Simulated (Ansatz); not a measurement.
Geometry optimisation, RHF/def2-SVP in Ansatz 0.2.0.

Input:

```yaml
crystal:
  periodic: [false, false, false]
  atoms:
    - { symbol: Hf, position_ang: [0.109506, -0.482078, -0.615418] }
    - { symbol: O, position_ang: [0.604727, 0.004739, 2.565808] }
    - { symbol: H, position_ang: [-0.063472, 0.467472, 3.050589] }
    - { symbol: Cl, position_ang: [2.204947, 0.590937, -0.888266] }
    - { symbol: Cl, position_ang: [-1.681175, 0.978192, -0.048752] }
    - { symbol: Cl, position_ang: [-0.447682, -1.360436, -2.742845] }
    - { symbol: O, position_ang: [0.183927, -2.08981, 0.586666] }
    - { symbol: Al, position_ang: [0.367519, -3.747337, 0.99279] }
    - { symbol: H, position_ang: [1.08234, -4.695596, -0.034247] }
    - { symbol: H, position_ang: [-0.185797, -4.202408, 2.392567] }
    - { symbol: H, position_ang: [0.28666, -0.904974, 2.455509] }
basis:
  gaussian: { orbitals: def2-SVP }
hamiltonian:
  xc: hf
relax:
  f_tol: 0.03
  max_steps: 50
```

Launched with:

```bash
$ ansatz run input.yaml --threads 4 --pin off --max-ram 5120MiB --backend cpu --events-out ev --progress --plain --runs-dir out
```

Q: Where does it end, and by what steps?

A: It converged. The force dipped under the threshold on the way, but the program's further checks kept it going. After 32 steps the energy has fallen by 0.701 eV; H11 moved furthest, 1.60 Å. Joined: Hf1–O2 (3.26 → 2.37 Å).

```tsv
step	energy less start (eV)	largest force component (eV/Å)	accepted
0	0.0000	1.510	yes
2	-0.2819	2.439	yes
4	-0.5661	1.653	yes
6	-0.6277	0.221	yes
8	-0.6301	0.078	yes
10	-0.6320	0.058	yes
12	-0.6325	0.292	no
14	-0.6337	0.172	yes
16	-0.6357	0.029	yes
18	-0.6358	0.205	yes
20	-0.6379	0.199	yes
22	-0.6540	0.083	yes
24	-0.6602	0.157	yes
26	-0.6788	0.163	yes
28	-0.6707	0.565	no
30	-0.6972	0.203	no
32	-0.7007	0.014	yes
```

```xyz
11
Properties=species:S:1:pos:R:3
Hf 0.154 -0.586 -0.180
O 0.318 0.126 2.070
H -0.424 0.508 2.524
Cl 2.364 0.423 -0.117
Cl -1.999 0.480 0.204
Cl -0.032 -0.841 -2.552
O 0.188 -2.401 0.414
Al 0.238 -4.060 0.840
H 0.385 -5.132 -0.297
H 0.143 -4.415 2.369
H 1.128 0.457 2.439
```

Whether the end is a true minimum wasn't checked by a vibrational analysis.

Time of the run: 72 s on 4 threads of Arm Neoverse V2, with other jobs on the host, peak memory 0.48 GiB.
